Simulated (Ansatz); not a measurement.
Molecule: C$_{4}$H$_{5}$GeS, net charge 0, doublet state. It need not be the lowest isomer of its formula. 
Geometry from a B3LYP-D3(BJ)/def2-TZVP (Ansatz, an electronic-structure program) optimisation:
SMILES: c1[c]s[c](c1)[GeH3]
```xyz
11

Ge    -1.6659     0.0347     0.3937
C      0.2531     0.0920     0.0902
C      1.1944     0.7202     0.8671
C      2.5382     0.5892     0.3906
C      2.5392    -0.1462    -0.7440
S      1.0189    -0.6882    -1.2696
H     -2.4201     0.6689    -0.7867
H     -2.1440    -1.4166     0.5652
H     -1.9298     0.8335     1.6797
H      0.9412     1.2686     1.7648
H      3.4078     1.0140     0.8684
```
Charge 0, spin multiplicity 2.

Parts of the frozen-core correlation energy in 6-31G* (Ansatz, hartree). Frozen orbitals: 23; correlated occupied orbitals by spin: 16 and 15; virtual: 85 and 86. Open shells are spin-unrestricted. Spin-orbit coupling is left out. Non-relativistic.

```tsv
term	value
reference (HF)	-2626.87373
MP2 opposite-spin	?
MP2 same-spin	-0.17379
CCSD correlation	?
(T)	?
T1 diagnostic	0.041
largest doubles amplitude	0.077
<S^2> of the reference	1.168
```

Question: Some entries are withheld; supply them.

Answer: 
- MP2 opposite-spin, value: -0.48691
- CCSD correlation, value: -0.73012
- (T), value: -0.03398
